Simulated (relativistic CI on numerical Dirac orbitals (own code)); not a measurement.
## Co3+: L2,3 absorption edge

Computed with this model: Dirac-Coulomb-Breit CI, KLI orbitals optimised for each configuration, model QED (radiative potential, 1s self-energy scaled to tabulated hydrogen-like ionisation energies), multiplet model of core-to-valence dipole absorption, unscaled Slater integrals; configurations [Ar] 3d6 → [He] 2s2 2p5 3s2 3p6 3d7; 10 K; Lorentzian 0.6 eV and Gaussian 0.3 eV FWHM. Energies are those of the free ion, without screening or charge transfer. The branching ratio is the share of the lower-energy edge in the whole absorption, uncertain by about 0.02 where the edges overlap. S is read from ⟨S²⟩ = S(S + 1).

Field parameters in Wybourne normalisation: D3d B²₀ = −7Dσ, B⁴₀ = −14Dq − 21Dτ, B⁴₃ = −14√(10/7) Dq; Oh B⁴₀ = 21Dq, B⁴₄ = √(5/14) B⁴₀; Td as Oh with Dq negative (B⁴₀ = 21Dq, B⁴₄ = √(5/14) B⁴₀). The field is a parameter set, without covalency.

free ion: ground-state S = 2.00, centroid 786.76 eV, branching ratio 0.810. Peaks (eV, height): 781.0 (25), 781.7 (31), 782.6 (70), 783.5 (90), 784.4 (100), 786.4 (34), 788.7 (13), 797.5 (12), 799.1 (40).

Oh, 10Dq = 10400 cm⁻¹: ground-state S = 2.00, centroid 787.19 eV, branching ratio 0.796. Peaks (eV, height): 781.6 (22), 783.3 (100), 784.4 (55), 784.8 (53), 787.1 (22), 789.4 (7), 798.7 (37).

Td, 10Dq = -14300 cm⁻¹: ground-state S = 2.00, centroid 788.02 eV, branching ratio 0.772. Peaks (eV, height): 779.9 (13), 783.6 (100), 785.7 (37), 788.3 (23), 789.6 (12), 797.9 (16), 799.6 (31), 801.5 (9), 804.3 (7).

D3d, 10Dq = 22950, Dσ = -310, Dτ = -450 cm⁻¹: ground-state S = 2.00, centroid 787.63 eV, branching ratio 0.781. Peaks (eV, height): 780.1 (26), 781.5 (28), 783.7 (100), 785.8 (45), 787.8 (18), 788.2 (17), 789.9 (10), 797.0 (10), 799.2 (29).

D3d, 10Dq = 8150, Dσ = -530, Dτ = 110 cm⁻¹: ground-state S = 2.00, centroid 787.19 eV, branching ratio 0.796. Peaks (eV, height): 783.3 (100), 784.6 (67), 787.1 (24), 789.2 (9), 797.1 (8), 798.7 (33).

Td, 10Dq = -3800 cm⁻¹: ground-state S = 2.00, centroid 787.54 eV, branching ratio 0.788. Peaks (eV, height): 781.1 (22), 782.8 (100), 783.8 (90), 784.7 (75), 786.7 (27), 787.6 (18), 788.9 (21), 799.3 (32).

The statistical ratio of this edge is 2/3 = 0.667. Values above it arise where the holes sit mainly in the j = l + 1/2 valence subshell or the ground state has high spin; values below it where core-valence Coulomb terms move weight to the upper edge, as in nearly empty shells.

Strongest unbroadened transitions for D3d, 10Dq = 22950, Dσ = -310, Dτ = -450 cm⁻¹:

| Energy (eV) | Relative strength |
| --- | --- |
| 780.04 | 33.4 |
| 780.05 | 32.5 |
| 780.45 | 17.8 |
| 780.50 | 21.7 |
| 781.33 | 31.9 |
| 781.55 | 34.0 |
| 783.43 | 21.0 |
| 783.49 | 25.3 |
| 783.68 | 25.8 |
| 783.69 | 100.0 |
| 783.80 | 41.6 |
| 783.83 | 33.0 |
| 784.00 | 28.0 |
| 784.58 | 23.4 |
| 784.87 | 21.5 |
| 785.87 | 69.9 |
| 799.03 | 50.6 |
| 799.21 | 32.9 |
